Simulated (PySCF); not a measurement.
Ligands exchanged one at a time, Sn C2H5-SH. Isolated molecules, 0 K electronic values unless said otherwise. One relaxed conformer stands for each flexible species; it need not be the lowest. Strings in code marks are SMILES.

The four lowest singlet excitations (Tamm–Dancoff). Method: TPSSh-D3(BJ)/def2-TZVP // B3LYP-D3(BJ)/def2-SVP (PySCF 2.14.0). Excitations are Tamm–Dancoff values on a coarser integration grid. The basis has no diffuse functions, so Rydberg states are missing or too high.

| state | energy (eV) | wavelength (nm) | oscillator strength |
|---|---|---|---|
| S1 | 4.29 | 289 | 0.032 |
| S2 | 4.44 | 279 | 0.028 |
| S3 | 4.47 | 277 | 0.029 |
| S4 | 5.76 | 215 | 0.000 |

Q: Which member gives these states?
(A) `C[CH2][Sn]([CH2]C)([CH2]C)[CH2]C`
(B) `C[CH2][Sn]([SH])([SH])[CH2]C`
(C) `C[CH2][Sn]([SH])([SH])[SH]`
(D) `[SH][Sn]([SH])([SH])[SH]`

A: C, `C[CH2][Sn]([SH])([SH])[SH]`
